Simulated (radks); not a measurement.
Results of a calculation; reference values are marked as such.
Problem. The mean radii <r> (bohr) of the occupied orbitals of an atom or ion are listed with their occupations. Level of theory: scalar-relativistic Kohn-Sham, BLYP, spin-polarised, spherical densities, finite nucleus; Fermi nuclear charge, rms radius of each element as measured or else 0.836 A^(1/3) + 0.57 fm (a radial shooting solver on a logarithmic mesh with Libxc functionals).

orbital  occ.      <r>
1s up       1  0.02037
1s down     1  0.02037
2s up       1  0.08638
2s down     1  0.08638
2p up       3  0.07662
2p down     3  0.07662
3s up       1   0.2227
3s down     1   0.2226
3p up       3   0.2211
3p down     3   0.2210
3d up       5   0.1996
3d down     5   0.1996
4s up       1   0.4541
4s down     1   0.4540
4p up       3   0.4657
4p down     1   0.4658

Name the element and its charge. Open shells, if any, are filled with parallel spins first.

Solution. Z = 68, erbium, charge +34: Er34+ in [Ar] 3d10 4s2 4p4. The 1s radius gives Z: for a bare nucleus <r> = (2 gamma + 1)/(2Z) with gamma = sqrt(1 - (Z/c)^2), 0.02012 bohr for Z = 68, and screening makes it slightly larger (0.02037 here). The occupations add up to 34, and the charge is Z minus that.
